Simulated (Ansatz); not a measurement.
Abridged output of a molecular run in Ansatz:

```
Functional definition: HF
1666 factors; integrals over basis functions are off by at most 1.0e-3 eV
mean field evaluation 1: about -18110.3857 eV, gradient 5.2e1 eV
mean field evaluation 2: about -18110.5993 eV, gradient 5.2e1 eV
mean field evaluation 4: about -18116.9338 eV, gradient 5.6e0 eV
mean field evaluation 8: about -18117.0674 eV, gradient 4.2e-1 eV
mean field -18117.06858549 eV, -665.7899903266 hartree, gradient 3.4e-6 eV, S^2 0.000000; 0 other end points of the search recorded, 0 dependent functions left out
13 core orbitals not correlated: weight in the atoms' cores, before any rotation towards them, 1.000 or more for the frozen orbitals, at most 0.000 for the correlated occupied ones
reference -18117.06858549 eV, -665.7899903266 hartree; 14, 14 occupied and 262, 262 virtual orbitals, 1666 factors
second order -20.71674894 eV of doubles, -0.00000000 eV of singles
cycle   1  -21.43393718 eV  change   -7.2e-1 eV  update   1.0e-1
cycle   2  -21.96483447 eV  change   -5.3e-1 eV  update   3.1e-2
cycle   3  -22.07641594 eV  change   -1.1e-1 eV  update   1.6e-2
cycle   4  -22.06838490 eV  change    8.0e-3 eV  update   4.2e-3
cycle   5  -22.06762699 eV  change    7.6e-4 eV  update   2.2e-3
cycle   6  -22.06769717 eV  change   -7.0e-5 eV  update   7.2e-4
cycle   7  -22.06746335 eV  change    2.3e-4 eV  update   2.8e-4
cycle   8  -22.06753364 eV  change   -7.0e-5 eV  update   9.3e-5
cycle   9  -22.06754870 eV  change   -1.5e-5 eV  update   3.0e-5
perturbative correction -0.93487376 eV, -0.0343559769 hartree
Total energy: -18140.07100795 eV, -666.6353137603 hartree
```

Its atoms:

```xyz
13

C    -1.945    2.217   -0.751
Al   -0.525    1.002   -0.208
N    -0.130    0.052    1.244
Si    1.242   -0.412    0.239
C     1.420   -2.235   -0.160
H    -2.717    2.290    0.019
H    -2.416    1.880   -1.679
H    -1.549    3.219   -0.934
H    -0.357   -0.208    2.192
H     2.576    0.028    0.761
H     1.708   -2.796    0.734
H     2.203   -2.384   -0.909
H     0.489   -2.655   -0.548
```

Task: Which basis set was used?
A. cc-pV(D+d)Z
B. def2-SVPD
C. def2-TZVPP
D. def2-TZVPPD

Result: C. It gives 289 functions.

Task: Write the keys of the input that set method, charge and spin (a neutral closed shell needs none for the last two).

Result: 
```yaml
correlation: {method: ccsd_t}
```
